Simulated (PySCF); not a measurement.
Excitation energy of Nb⁺ by level of theory

Nb⁺ [Kr] 4d4 (5D) → Nb⁺ [Kr] 4d3 5p1 (high-spin determinant), as a difference of total energies. Computed with PySCF 2.14 in aug-cc-pVTZ-PP with ECP28MDF (6s6p5d3f2g, 88 functions), with a scalar-relativistic core potential. Correlated levels: valence: 4s2 4p6 frozen. The calculations carry no spin-orbit coupling.

```csv
method,excitation energy (cm⁻¹)
UHF,31592
MP2 (valence),33866
SCS-MP2 (valence),32350
CCSD (valence),33542
CCSD(T) (valence),33440
```

The determinant of the upper state mixes LS terms, which raises its energy above the lowest term, most at the Hartree-Fock and MP2 levels.
